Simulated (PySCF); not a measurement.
Trends in electronic spectra. Level of theory: PySCF 2.14.0, density-fitted response routines, TDDFT CAM-B3LYP/def2-SVPD, vertical, gas phase, core orbitals frozen in the response. Geometries: GFN2-xTB; one conformer of each isolated species. Triplets are in the Tamm–Dancoff approximation. 'Strongest' means the level of largest summed f among the lowest 8 singlets; it needn't be the same kind of state in each. Ions are computed without counter-ions or solvent.

Question: Rank by computed HOMO energy, highest first.
A. `C=C[C@H]1N=C1C(F)F`
B. `C=COC(C)=O`
C. `C=CC(=O)OC`
D. `C1C(=C)[C@@H](F)[C+](C#C)C=1`
E. `C=N/N=C/C(F)(F)F`

Answer: A (-8.70 eV), B (-8.85 eV), E (-9.04 eV), C (-9.69 eV), D (-13.66 eV).

```tsv
SMILES	HOMO (eV)	f (S1)	T1 (eV)	strongest (eV)	gap (eV)	S1 mainly
C=C[C@H]1N=C1C(F)F	-8.70	0.014	3.73	6.89	8.26	H→L (84%)
C=COC(C)=O	-8.85	0.001	4.28	6.66	9.48	H-1→L (78%)
C=N/N=C/C(F)(F)F	-9.04	0.016	3.55	6.73	8.71	H-1→L (53%)
C=CC(=O)OC	-9.69	0.000	3.91	6.53	9.39	H→L (87%)
C#C[C+]1C=CC(=C)[C@H]1F	-13.66	0.011	1.71	3.45	5.73	H-1→L (89%)
```

H and L stand for HOMO and LUMO.

- `C=C[C@H]1N=C1C(F)F`: Löwdin shares by element: HOMO carbon 61% or more, nitrogen 18% (atoms not listed hold the other 21%); LUMO carbon 47% or more, nitrogen 31% (atoms not listed hold the other 22%).
- `C=COC(C)=O`: Löwdin shares by element: HOMO carbon 64% or more, oxygen 24%; LUMO carbon 58% or more, oxygen 18% or more (atoms not listed hold the other 24%).
- `C=N/N=C/C(F)(F)F`: Löwdin shares by element: HOMO nitrogen 53%, carbon 34% or more; LUMO nitrogen 45%, carbon 34% or more (atoms not listed hold the other 20%).
- `C=CC(=O)OC`: Löwdin shares by element: HOMO (one of a set within 0.03 eV) oxygen 73%, carbon 18% or more; LUMO carbon 67% or more, oxygen 13% or more (atoms not listed hold the other 20%).
- `C#C[C+]1C=CC(=C)[C@H]1F`: Löwdin shares by element: HOMO carbon 66% or more (atoms not listed hold the other 34%); LUMO carbon 70% or more (atoms not listed hold the other 30%).
